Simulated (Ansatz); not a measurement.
This triplet is an excited state, 2.42 eV above the relaxed singlet at the level frozen-core CCSD(T)/cc-pVTZ // PBE0-D3(BJ)/def2-TZVP (Ansatz, a program for electronic structure).

Level of theory: Ansatz with PBE0-D3(BJ)/def2-TZVP. No frequencies were computed at this level.

Ansatz 0.2 input:
```yaml
crystal:
  periodic: [false, false, false]
  atoms:
    - { symbol: C, position_ang: [2.756759, -0.393116, 0.153655] }
    - { symbol: N, position_ang: [1.674337, 0.107193, 0.178456] }
    - { symbol: Si, position_ang: [0.165999, 0.889018, 0.230076] }
    - { symbol: N, position_ang: [-1.323226, 0.102597, -0.095782] }
    - { symbol: H, position_ang: [-1.560758, -0.161247, -1.040951] }
    - { symbol: H, position_ang: [-1.713112, -0.544445, 0.574546] }
basis:
  gaussian: { orbitals: def2-tzvp }
hamiltonian:
  xc: pbe0
  dispersion: d3bj
relax:
  max_steps: 150
magnetization:
  spin_polarized: true
  initial_magnetization: 2
```

Output:

```
Functional definition: PBE0
846 factors; their error is unknown
mean field evaluation 1: about -11905.6131 eV, gradient 5.3e1 eV
mean field evaluation 2: about -11878.3871 eV, gradient 8.6e1 eV
mean field evaluation 4: about -11917.2401 eV, gradient 1.2e1 eV
mean field evaluation 8: about -11918.0265 eV, gradient 1.3e-1 eV
mean field evaluation 16: about -11918.0726 eV, gradient 2.6e-3 eV
mean field -11918.07257837 eV, -437.9810888955 hartree, gradient 7.2e-5 eV, S^2 2.006776; 0 other end points of the search recorded, 0 dependent functions left out
reference -11918.07260614 eV, -437.9810899158 hartree; 19, 17 occupied and 123, 125 virtual orbitals, 846 factors
relax step   1: F+E_penalty+E_count = -11918.18364546 eV  Δ(F+E_penalty+E_count) = +0.000e0 eV  max|allowed force component| = 1.506e0 eV/Å  Δτ_max = 0.0000 Å  (36 SCF iters, accepted)
these checks for a lower state are left out or cut short: starts, cluster_reference, orbital_swaps, neighbouring_geometries, increment
846 factors; their error is unknown
mean field -11918.10128611 eV, -437.9821438854 hartree, gradient 1.8e-5 eV, S^2 2.006121; 0 other end points of the search recorded, 0 dependent functions left out
reference -11918.10131391 eV, -437.9821449071 hartree; 19, 17 occupied and 123, 125 virtual orbitals, 846 factors
relax step   2: F+E_penalty+E_count = -11918.21242131 eV  Δ(F+E_penalty+E_count) = -2.878e-2 eV  max|allowed force component| = 6.117e-1 eV/Å  Δτ_max = 0.0323 Å  (38 SCF iters, accepted)
these checks for a lower state are left out or cut short: starts, cluster_reference, orbital_swaps, neighbouring_geometries, increment
846 factors; their error is unknown
mean field evaluation 32: about -11918.1287 eV, gradient 3.7e-3 eV
mean field -11918.12871741 eV, -437.9831519669 hartree, gradient 4.7e-5 eV, S^2 2.005557; 0 other end points of the search recorded, 0 dependent functions left out
reference -11918.12874538 eV, -437.9831529947 hartree; 19, 17 occupied and 123, 125 virtual orbitals, 846 factors
relax step   3: F+E_penalty+E_count = -11918.23967949 eV  Δ(F+E_penalty+E_count) = -2.726e-2 eV  max|allowed force component| = 7.423e-1 eV/Å  Δτ_max = 0.1009 Å  (38 SCF iters, accepted)
these checks for a lower state are left out or cut short: starts, cluster_reference, orbital_swaps, neighbouring_geometries, increment
846 factors; their error is unknown
mean field -11918.14189574 eV, -437.9836362616 hartree, gradient 9.0e-6 eV, S^2 2.005650; 0 other end points of the search recorded, 0 dependent functions left out
reference -11918.14192355 eV, -437.9836372836 hartree; 19, 17 occupied and 123, 125 virtual orbitals, 846 factors
relax step   4: F+E_penalty+E_count = -11918.25326517 eV  Δ(F+E_penalty+E_count) = -1.359e-2 eV  max|allowed force component| = 5.655e-1 eV/Å  Δτ_max = 0.0457 Å  (38 SCF iters, accepted)
these checks for a lower state are left out or cut short: starts, cluster_reference, orbital_swaps, neighbouring_geometries, increment
846 factors; their error is unknown
mean field -11918.15744477 eV, -437.9842076779 hartree, gradient 1.6e-5 eV, S^2 2.006184; 0 other end points of the search recorded, 0 dependent functions left out
reference -11918.15747240 eV, -437.9842086936 hartree; 19, 17 occupied and 123, 125 virtual orbitals, 846 factors
relax step   5: F+E_penalty+E_count = -11918.26864973 eV  Δ(F+E_penalty+E_count) = -1.538e-2 eV  max|allowed force component| = 8.850e-2 eV/Å  Δτ_max = 0.0626 Å  (39 SCF iters, accepted)
these checks for a lower state are left out or cut short: starts, cluster_reference, orbital_swaps, neighbouring_geometries, increment
846 factors; their error is unknown
mean field -11918.15941938 eV, -437.9842802436 hartree, gradient 1.5e-5 eV, S^2 2.006284; 0 other end points of the search recorded, 0 dependent functions left out
reference -11918.15944698 eV, -437.9842812579 hartree; 19, 17 occupied and 123, 125 virtual orbitals, 846 factors
relax step   6: F+E_penalty+E_count = -11918.27038854 eV  Δ(F+E_penalty+E_count) = -1.739e-3 eV  max|allowed force component| = 3.449e-2 eV/Å  Δτ_max = 0.0220 Å  (37 SCF iters, accepted)
these checks for a lower state are left out or cut short: starts, cluster_reference, orbital_swaps, neighbouring_geometries, increment
846 factors; their error is unknown
mean field -11918.15981163 eV, -437.9842946587 hartree, gradient 1.4e-5 eV, S^2 2.006322; 0 other end points of the search recorded, 0 dependent functions left out
reference -11918.15983920 eV, -437.9842956718 hartree; 19, 17 occupied and 123, 125 virtual orbitals, 846 factors
relax step   7: F+E_penalty+E_count = -11918.27077412 eV  Δ(F+E_penalty+E_count) = -3.856e-4 eV  max|allowed force component| = 5.070e-2 eV/Å  Δτ_max = 0.0102 Å  (38 SCF iters, accepted)
these checks for a lower state are left out or cut short: starts, cluster_reference, orbital_swaps, neighbouring_geometries, increment
846 factors; their error is unknown
mean field evaluation 64: about -11918.1114 eV, gradient 7.1e-1 eV
mean field -11918.15995310 eV, -437.9842998575 hartree, gradient 1.4e-5 eV, S^2 2.006385; 0 other end points of the search recorded, 0 dependent functions left out
reference -11918.15998065 eV, -437.9843008699 hartree; 19, 17 occupied and 123, 125 virtual orbitals, 846 factors
relax step   8: F+E_penalty+E_count = -11918.27089629 eV  Δ(F+E_penalty+E_count) = -1.222e-4 eV  max|allowed force component| = 9.548e-3 eV/Å  Δτ_max = 0.0082 Å  (38 SCF iters, accepted)
846 factors; their error is unknown
mean field -11918.15995310 eV, -437.9842998575 hartree, gradient 3.7e-5 eV, S^2 2.006385; 1 other end points of the search recorded, 0 dependent functions left out
reference -11918.15998065 eV, -437.9843008699 hartree; 19, 17 occupied and 123, 125 virtual orbitals, 846 factors
Total energy: -11918.27092384 eV, -437.9883779569 hartree
Atom 0 at     2.807345    -0.327982     0.176452 Å, force     0.002786    -0.000280     0.000192 eV/Å
Atom 1 at     1.704663     0.086636     0.175550 Å, force     0.007124    -0.002616     0.000020 eV/Å
Atom 2 at     0.162063     0.847552     0.217564 Å, force    -0.002208     0.005390     0.001051 eV/Å
Atom 3 at    -1.195297    -0.122293    -0.137820 Å, force    -0.009549    -0.002585    -0.001460 eV/Å
Atom 4 at    -1.665749    -0.047937    -1.026654 Å, force     0.000582    -0.000881     0.004071 eV/Å
Atom 5 at    -1.813026    -0.435977     0.594908 Å, force     0.001265     0.000972    -0.003875 eV/Å
Dipole moment:    -0.974899     0.162295    -0.049694 e Å
```

Cost: about 40 core-seconds (a rough figure).
